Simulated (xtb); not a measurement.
C2H9AlN2, SMILES C[N](C)[AlH][NH2]. All values are semi-empirical tight-binding results from xtb (GFN2-xTB unless named), good for trends rather than for accurate numbers. Coordinates come from a GFN2-xTB optimisation. The structure was generated by enumeration; whether it is a known compound was not checked. The values are those of a single conformer.

For metal compounds this method's bond lengths and energies can be far off.

| Quantity | Result |
|---|---|
| orbital gap | 3.59 eV |
| zero-point energy | 68.6 kcal/mol |
| G − E(el) at 298.15 K (modified RRHO) | 48.2 kcal/mol |
